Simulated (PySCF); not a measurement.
Species: `FCC#C[SiH2]n1cccc1`. The columns A, B, C and D hold Mulliken, IAO, Hirshfeld and ESP-fitted charges (e) of one PBE0/pcSseg-1 density (PySCF), in a shuffled order. Coordinates in Å (PBE0-D3(BJ)/def2-SVP); the density's dipole moment is (1.20, -1.23, 0.89) D.

| atom | x | y | z | A | B | C | D |
| --- | --- | --- | --- | --- | --- | --- | --- |
| F1 | 4.373 | 1.832 | -0.734 | -0.315 | -0.305 | -0.201 | -0.110 |
| C2 | 3.887 | 0.927 | 0.167 | +0.236 | +0.030 | +0.077 | +0.047 |
| C3 | 2.694 | 0.253 | -0.328 | -0.076 | -0.007 | +0.052 | -0.023 |
| C4 | 1.695 | -0.311 | -0.736 | -0.384 | -0.357 | -0.330 | -0.156 |
| Si5 | 0.198 | -1.152 | -1.360 | +0.802 | +0.911 | +0.498 | +0.412 |
| N6 | -1.222 | -0.424 | -0.603 | -0.707 | -0.346 | +0.062 | -0.108 |
| C7 | -1.362 | -0.116 | 0.735 | +0.145 | -0.113 | -0.248 | -0.037 |
| C8 | -2.651 | 0.305 | 0.960 | -0.169 | -0.212 | -0.214 | -0.094 |
| C9 | -3.334 | 0.252 | -0.289 | -0.179 | -0.214 | -0.204 | -0.096 |
| C10 | -2.435 | -0.198 | -1.224 | +0.139 | -0.114 | -0.264 | -0.037 |
| H11 | 4.671 | 0.180 | 0.383 | +0.142 | +0.169 | +0.103 | +0.065 |
| H12 | 3.647 | 1.451 | 1.109 | +0.143 | +0.170 | +0.109 | +0.066 |
| H13 | 0.046 | -0.951 | -2.825 | -0.093 | -0.107 | -0.064 | -0.060 |
| H14 | 0.294 | -2.601 | -1.034 | -0.076 | -0.121 | -0.085 | -0.068 |
| H15 | -0.521 | -0.209 | 1.419 | +0.108 | +0.154 | +0.178 | +0.049 |
| H16 | -3.059 | 0.627 | 1.917 | +0.087 | +0.154 | +0.177 | +0.050 |
| H17 | -4.370 | 0.526 | -0.481 | +0.088 | +0.155 | +0.175 | +0.050 |
| H18 | -2.556 | -0.371 | -2.292 | +0.110 | +0.154 | +0.179 | +0.052 |

Q: Which column most likely holds the ESP-fitted charges?

A: C. Σ q r misses the density's dipole by 0.04 D (C), 0.81 D (D), 1.37 D (A), 1.78 D (B). Charges fitted to the outside potential are the only set here that is tied to the molecule's multipoles.

Q: And the Hirshfeld charges?

A: D. The mean sizes are 0.088 e (D), 0.179 e (C), 0.211 e (B), 0.222 e (A), and Hirshfeld charges are commonly the smallest of these schemes.

As computed, A = Mulliken, B = IAO, C = ESP-fitted, D = Hirshfeld. Hydrogens on carbon: Mulliken +0.09 to +0.14, IAO +0.15 to +0.17, ESP-fitted +0.10 to +0.18, Hirshfeld +0.05 to +0.07 e.

The Mulliken scheme gives each basis function's population to the atom it is centred on and halves the overlap population of two atoms between them. The Hirshfeld scheme divides the density at each point in proportion to the densities of the neutral, spherically averaged free atoms.

The structure is a single PBE0-D3(BJ)/def2-SVP conformer in the gas phase; no vibrational or solvent corrections.

Shape of the structure used: `[F:1][CH2:2][C:3]#[C:4][SiH2:5][n:6]1[cH:7][cH:8][cH:9][cH:10]1`: C4–Si5–N6–C7 -45°.
